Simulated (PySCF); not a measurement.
**Structure and specific rotation at 589.3 nm (origin-invariant length gauge)**

Theory: TDDFT wB97X-D/def2-SVPD circular dichroism and optical rotation, one conformer, gas phase in PySCF 2.14.0. Geometry: GFN2-xTB.

Each molecule in one low-energy conformer. The parent is C[C@@H]1[C@@H](F)[C@H]2CC[C@@H]12.

Question: Order by specific rotation at 589.3 nm (origin-invariant length gauge), lowest first.
A. C[C@@H]1[C@H](F)[C@H]2CC[C@@H]12
B. C[C@@H]1[C@@H](F)[C@H]2CC[C@@H]12
C. C[C@@H]1[C@@H](F)[C@@H]2CC[C@H]12

Answer: A (-17), B (14), C (32).

All values:
```csv
molecule,change,[α]589 (deg dm⁻¹ (g/mL)⁻¹),S1 (eV),"R(S1), velocity form (10⁻⁴⁰ esu² cm²)"
C[C@@H]1[C@@H](F)[C@H]2CC[C@@H]12,base,+14.2,8.08,+2.7
C[C@@H]1[C@H](F)[C@H]2CC[C@@H]12,diastereomer,-16.5,8.04,+7.9
C[C@@H]1[C@@H](F)[C@@H]2CC[C@H]12,diastereomer,+31.9,7.91,-9.2
```
